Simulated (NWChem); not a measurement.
System: InH₂OF; SMILES [OH][InH][F]

The following NWChem deck was run.

```
start job
memory heap 200 mb stack 900 mb global 1100 mb
geometry units angstroms noautoz
  In    -0.295273    -0.021967     0.000000
  H     -1.989494    -0.056283     0.000000
  F      0.774362    -1.670502     0.000000
  O      0.950169     1.522063     0.000000
  H      1.868436     1.224498     0.000000
end
basis spherical
  * library def2-svp
end
ecp
  In library def2-ecp
end
dft
  xc r2scan
  grid fine
  iterations 150
  mulliken
end
task dft gradient
```

NWChem printed, in part:

```
             Northwest Computational Chemistry Package (NWChem) 7.3.0
             --------------------------------------------------------

 CS  symmetry detected

                             Geometry "geometry" -> ""
                             -------------------------

 Output coordinates in angstroms (scale by  1.889725989 to convert to a.u.)

  No.       Tag          Charge          X              Y              Z
 ---- ---------------- ---------- -------------- -------------- --------------
    1 In                  49.0000    -0.29543351     0.00958761     0.00000000
    2 H                    1.0000    -1.98778506    -0.07706468     0.00000000
    3 F                    9.0000     0.82463164    -1.60510763     0.00000000
    4 O                    8.0000     0.90170208     1.59136535     0.00000000
    5 H                    1.0000     1.82872554     1.32231758     0.00000000

 Effective nuclear repulsion energy (a.u.)     269.7365178052

      Symmetry information
      --------------------

 Group name             Cs
 Group number              2
 Group order               2
 No. of unique centers     5

                                 NWChem DFT Module
                                 -----------------

 Summary of "ao basis" -> "ao basis" (spherical)
 ------------------------------------------------------------------------------
       Tag                 Description            Shells   Functions and Types
 ---------------- ------------------------------  ------  ---------------------
 In                         def2-svp                10       26   4s4p2d
 H                          def2-svp                 3        5   2s1p
 F                          def2-svp                 6       14   3s2p1d
 O                          def2-svp                 6       14   3s2p1d

      Symmetry analysis of basis
      --------------------------

        a'         46
        a"         18

            General Information
            -------------------
          SCF calculation type: DFT
          Wavefunction type:  closed shell.
          No. of atoms     :     5
          No. of electrons :    40
           Alpha electrons :    20
            Beta electrons :    20
          Charge           :     0
          Spin multiplicity:     1
          Use of symmetry is: on ; symmetry adaption is: on
          Maximum number of iterations: 150
          AO basis - number of functions:    64
                     number of shells:    28
          Convergence on energy requested:  1.00D-06
          Convergence on density requested:  1.00D-05
          Convergence on gradient requested:  5.00D-04

              XC Information
              --------------
                      r^2SCAN Method XC Functional
               r^2SCAN metaGGA Exchange Functional  1.000
                     r^2SCAN Correlation Potential  1.000

             Grid Information
             ----------------
          Grid used for XC integration:  fine
          Radial quadrature: Mura-Knowles
          Angular quadrature: Lebedev.
          Tag              B.-S. Rad. Rad. Pts. Rad. Cut. Ang. Pts.
          ---              ---------- --------- --------- ---------
          In                  1.55      141           9.0       974
          H                   0.35       60          11.0       590
          F                   0.50       70           9.0       590
          O                   0.60       70          10.0       590
          Grid pruning is: on
          Number of quadrature shells:   401
          Spatial weights used:  Erf1

      Superposition of Atomic Density Guess
      -------------------------------------

 Sum of atomic energies:        -393.03252515

      Non-variational initial energy
      ------------------------------

 Total energy =    -364.221807
 1-e energy   =    -831.733728
 2-e energy   =     340.066159
 HOMO         =      -0.431087
 LUMO         =      -0.047317

      Symmetry analysis of molecular orbitals - initial
      -------------------------------------------------

  Numbering of irreducible representations:

     1 a'          2 a"

  Orbital symmetries:

     1 a'          2 a'          3 a'          4 a'          5 a'
     6 a"          7 a'          8 a'          9 a'         10 a'
    11 a'         12 a"         13 a"         14 a'         15 a'
    16 a'         17 a"         18 a'         19 a"         20 a'
    21 a'         22 a"         23 a'         24 a'         25 a'
    26 a'         27 a"         28 a'         29 a'         30 a"

     ---------------------------------------------
      Total Density - Mulliken Population Analysis
     ---------------------------------------------

    Atom       Charge   Shell Charges
 -----------   ------   -------------------------------------------------------
    1 In  21    19.58   2.60 -0.60  0.68  0.34  3.24  2.76  0.41  0.10  9.71  0.34
    2 H    1     0.98   0.56  0.41  0.01
    3 F    9     9.79   1.99  1.16  0.81  3.58  2.24  0.00
    4 O    8     8.99   1.99  1.12  0.69  3.11  2.08  0.00
    5 H    1     0.66   0.53  0.07  0.06

   convergence    iter        energy       DeltaE   RMS-Dens  Diis-err
 ---------------- ----- ----------------- --------- --------- ---------
 d= 0,ls=0.0,diis     1   -366.1245264221 -4.94D+02  4.37D-02  1.14D+00
 d= 0,ls=0.0,diis     2   -365.1071210315  1.02D+00  3.20D-02  1.01D+01
 d= 0,ls=0.0,diis     3   -366.2691893805 -1.16D+00  4.79D-03  3.60D-02
 d= 0,ls=0.0,diis     4   -366.2636056406  5.58D-03  2.83D-03  9.29D-02
 d= 0,ls=0.0,diis     5   -366.2732776147 -9.67D-03  4.60D-04  1.41D-03
  Resetting Diis
 d= 0,ls=0.0,diis     6   -366.2734177169 -1.40D-04  1.02D-04  4.78D-05
 d= 0,ls=0.0,diis     7   -366.2734234092 -5.69D-06  4.50D-05  1.95D-06
 d= 0,ls=0.0,diis     8   -366.2734232901  1.19D-07  2.53D-05  3.26D-06
 d= 0,ls=0.0,diis     9   -366.2734236189 -3.29D-07  7.23D-06  4.63D-07

         Total DFT energy =     -366.273423618852
      One electron energy =     -834.001283134784
           Coulomb energy =      376.854238186930
    Exchange-Corr. energy =      -36.572140169804
 Nuclear repulsion energy =      127.445761498806

 Numeric. integr. density =       40.000000247539

                  Occupations of the irreducible representations
                  ----------------------------------------------

                     irrep           alpha         beta
                     --------     --------     --------
                     a'               15.0         15.0
                     a"                5.0          5.0

                       DFT Final Molecular Orbital Analysis
                       ------------------------------------

 Vector   18  Occ=2.000000D+00  E=-3.019384D-01  Symmetry=a'
              MO Center=  6.0D-01, -8.2D-01,  2.2D-15, r^2= 2.7D+00
   Bfn.  Coefficient  Atom+Function         Bfn.  Coefficient  Atom+Function
  ----- ------------  ---------------      ----- ------------  ---------------
    35      0.554494  3 F  px                38     -0.388859  3 F  px
    50      0.228257  4 O  py                21      0.165816  1 In d  2
    53      0.155323  4 O  py                12     -0.147534  1 In py
    28     -0.132681  2 H  s                 48      0.128827  4 O  s
    27     -0.114171  2 H  s                  3     -0.112414  1 In s

 Vector   19  Occ=2.000000D+00  E=-2.789077D-01  Symmetry=a'
              MO Center=  7.3D-01,  4.1D-01, -7.6D-16, r^2= 3.3D+00
   Bfn.  Coefficient  Atom+Function         Bfn.  Coefficient  Atom+Function
  ----- ------------  ---------------      ----- ------------  ---------------
    50      0.470311  4 O  py                53      0.348300  4 O  py
    36     -0.344569  3 F  py                39      0.249969  3 F  py
    35     -0.197082  3 F  px                17      0.148100  1 In d -2
    38      0.147599  3 F  px                12     -0.113787  1 In py
    27      0.106125  2 H  s                 28      0.101585  2 H  s

 Vector   20  Occ=2.000000D+00  E=-2.653449D-01  Symmetry=a"
              MO Center=  8.6D-01,  1.4D+00,  7.9D-16, r^2= 1.2D+00
   Bfn.  Coefficient  Atom+Function         Bfn.  Coefficient  Atom+Function
  ----- ------------  ---------------      ----- ------------  ---------------
    51      0.595703  4 O  pz                54      0.456186  4 O  pz
    37      0.148392  3 F  pz                13      0.115551  1 In pz
    40     -0.113084  3 F  pz                18     -0.100475  1 In d -1
    16      0.068610  1 In pz                20      0.048822  1 In d  1
    23      0.048967  1 In d -1              10     -0.034832  1 In pz

 Vector   21  Occ=0.000000D+00  E=-6.897843D-02  Symmetry=a'
              MO Center= -3.0D-01,  7.8D-02,  1.6D-14, r^2= 3.8D+00
   Bfn.  Coefficient  Atom+Function         Bfn.  Coefficient  Atom+Function
  ----- ------------  ---------------      ----- ------------  ---------------
     4      0.739303  1 In s                  3      0.597060  1 In s
    28     -0.551127  2 H  s                  1     -0.341315  1 In s
    27     -0.294809  2 H  s                 48     -0.271960  4 O  s
    50      0.238081  4 O  py                53      0.213347  4 O  py
    36      0.182716  3 F  py                34     -0.178001  3 F  s

 Vector   22  Occ=0.000000D+00  E=-6.136829D-02  Symmetry=a"
              MO Center= -3.4D-01,  3.3D-02, -1.5D-14, r^2= 4.0D+00
   Bfn.  Coefficient  Atom+Function         Bfn.  Coefficient  Atom+Function
  ----- ------------  ---------------      ----- ------------  ---------------
    13      0.621661  1 In pz                16      0.503845  1 In pz
    51     -0.197469  4 O  pz                54     -0.180328  4 O  pz
    37      0.160861  3 F  pz                10     -0.158563  1 In pz
     7     -0.145421  1 In pz                40     -0.138094  3 F  pz
    25      0.082744  1 In d  1              20     -0.065470  1 In d  1

 Vector   23  Occ=0.000000D+00  E= 1.808667D-02  Symmetry=a'
              MO Center= -5.5D-01,  6.2D-02,  4.8D-15, r^2= 5.4D+00
   Bfn.  Coefficient  Atom+Function         Bfn.  Coefficient  Atom+Function
  ----- ------------  ---------------      ----- ------------  ---------------
    15      0.782851  1 In py                12      0.386597  1 In py
    48     -0.303555  4 O  s                 34      0.207924  3 F  s
    22     -0.199432  1 In d -2              17      0.170585  1 In d -2
    35      0.139460  3 F  px                47     -0.139082  4 O  s
     9     -0.112185  1 In py                38     -0.112505  3 F  px

     ---------------------------------------------
      Total Density - Mulliken Population Analysis
     ---------------------------------------------

    Atom       Charge   Shell Charges
 -----------   ------   -------------------------------------------------------
    1 In  21    20.20   2.60 -0.60  0.88  0.15  3.23  2.78  0.84  0.17  9.65  0.50
    2 H    1     1.05   0.66  0.39  0.01
    3 F    9     9.45   1.99  1.12  0.84  3.30  2.19  0.00
    4 O    8     8.49   1.99  1.08  0.71  2.81  1.89  0.01
    5 H    1     0.80   0.67  0.06  0.07

     -------------------------------------------
      Total Density - Lowdin Population Analysis
     -------------------------------------------

    Atom       Charge   Shell Charges
 -----------   ------   -------------------------------------------------------
    1 In  21    20.41   1.38  0.54  0.65  0.36  3.03  2.85  0.93  0.34  9.38  0.94
    2 H    1     1.08   0.57  0.47  0.03
    3 F    9     9.32   1.98  1.03  0.81  3.20  2.31  0.00
    4 O    8     8.27   1.97  0.91  0.64  2.66  2.09  0.01
    5 H    1     0.92   0.56  0.17  0.19

     Multipole analysis of the density
     ---------------------------------

     L   x y z        total         alpha         beta         nuclear
     -   - - -        -----         -----         ----         -------
     0   0 0 0     -0.000000    -20.000000    -20.000000     40.000000

     1   1 0 0     -0.538556     -8.085315     -8.085315     15.632075
     1   0 1 0      0.249302      0.378302      0.378302     -0.507303
     1   0 0 1     -0.000000     -0.000000     -0.000000      0.000000

     2   2 0 0    -23.400974    -50.541375    -50.541375     77.681776
     2   1 1 0      1.651937     -2.885721     -2.885721      7.423379
     2   1 0 1      0.000000      0.000000      0.000000      0.000000
     2   0 2 0    -31.628979    -96.526395    -96.526395    161.423810
     2   0 1 1     -0.000000     -0.000000     -0.000000      0.000000
     2   0 0 2    -22.789326    -11.394663    -11.394663      0.000000

            General Information
            -------------------
          SCF calculation type: DFT
          Wavefunction type:  closed shell.
          No. of atoms     :     5
          No. of electrons :    40
           Alpha electrons :    20
            Beta electrons :    20
          Charge           :     0
          Spin multiplicity:     1
          Use of symmetry is: on ; symmetry adaption is: on
          Maximum number of iterations: 150
          AO basis - number of functions:    64
                     number of shells:    28
          Convergence on energy requested:  1.00D-06
          Convergence on density requested:  1.00D-05
          Convergence on gradient requested:  5.00D-04

              XC Information
              --------------
                      r^2SCAN Method XC Functional
               r^2SCAN metaGGA Exchange Functional  1.000
                     r^2SCAN Correlation Potential  1.000

             Grid Information
             ----------------
          Grid used for XC integration:  fine
          Radial quadrature: Mura-Knowles
          Angular quadrature: Lebedev.
          Tag              B.-S. Rad. Rad. Pts. Rad. Cut. Ang. Pts.
          ---              ---------- --------- --------- ---------
          In                  1.55      141           9.0       974
          H                   0.35       60          11.0       590
          F                   0.50       70           9.0       590
          O                   0.60       70          10.0       590
          Grid pruning is: on
          Number of quadrature shells:   401
          Spatial weights used:  Erf1

          Convergence Information
          -----------------------
          Convergence aids based upon iterative change in
          total energy or number of iterations.
          Levelshifting, if invoked, occurs when the
          HOMO/LUMO gap drops below (HL_TOL):  1.00D-02
          DIIS, if invoked, will attempt to extrapolate
          using up to (NFOCK): 10 stored Fock matrices.

                    Damping( 0%)  Levelshifting(0.5)       DIIS
                  --------------- ------------------- ---------------
          dE  on:    start            ASAP                start
          dE off:    2 iters        150 iters           150 iters

                            NWChem DFT Gradient Module
                            --------------------------

  charge          =   0.00
  wavefunction    = closed shell

  Using symmetry

                         DFT ENERGY GRADIENTS

    atom               coordinates                        gradient
                 x          y          z           x          y          z
   1 In     -0.558288   0.018118   0.000000    0.002827   0.000825   0.000000
   2 H      -3.756369  -0.145631   0.000000   -0.000917  -0.000139   0.000000
   3 F       1.558328  -3.033214   0.000000   -0.000864   0.000685   0.000000
   4 O       1.703970   3.007244   0.000000    0.002093  -0.002783   0.000000
   5 H       3.455790   2.498818   0.000000   -0.003139   0.001413   0.000000
```

Level: r2SCAN/def2-SVP with def2 effective core potentials on In. Structure relaxed at the PBE0/def2-SVP level. def2 effective core potentials on In; no spin-orbit coupling.
